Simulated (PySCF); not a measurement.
**Computed properties of CCl₃, SMILES Cl[C](Cl)Cl**

CCl₃, SMILES Cl[C](Cl)Cl (connectivity only; charge and spin as stated), charge +1, multiplicity 1. Coordinates come from a TPSSh-D3(BJ)/def2-SVP optimisation. The spin state was assumed, not searched. The isomer is the one that the SMILES or the coordinates give; other isomers of the formula were not compared. The values are those of a single conformer. All values are computed for the isolated molecule unless a solvent is named; none is compared with measurement here.

**Structure.** The optimised structure has D3h symmetry. All 6 harmonic modes at TPSSh-D3(BJ)/def2-SVP (PySCF) are real, so it is a minimum. With heavy atoms numbered as in [Cl:1][C:2]([Cl:3])[Cl:4], the shortest bond between them is C2–Cl4 at 1.658 Å and the longest C2–Cl3 at 1.658 Å.

**Vibrations.** The strongest infrared lines (harmonic, unscaled, degenerate partners summed) lie at 1042 cm⁻¹ (566 km/mol, C 84 %, Cl 16 %), 308 cm⁻¹ (1 km/mol, Cl 94 %). The softest mode is at 308 cm⁻¹ and the zero-point energy is 5.4 kcal/mol.

**Electronic structure.** B3LYP/def2-TZVPD (PySCF) places the frontier levels at -15.17 and -10.21 eV, a gap of 4.96 eV and a mean polarisability of 51.1 bohr³.

**Excitations.** TDDFT-B3LYP/def2-SVPD (PySCF) has S1 at 3.58 eV (346 nm, f = 0.000, dark); the most intense of the 10 singlets computed lies at 5.47 eV (f = 0.28). Strengths of degenerate partners are summed. T1 (TDA) is at 3.33 eV. No vertical singlet excitation falls in the visible range (under 3.1 eV).

**NMR.** GIAO shifts at PBE0/pcSseg-2 (PySCF) (non-relativistic, atoms alike by connectivity averaged): ¹³C at 271.7 ppm against TMS. Without spin–orbit terms, shifts of atoms bonded to Cl or Br come out too high.
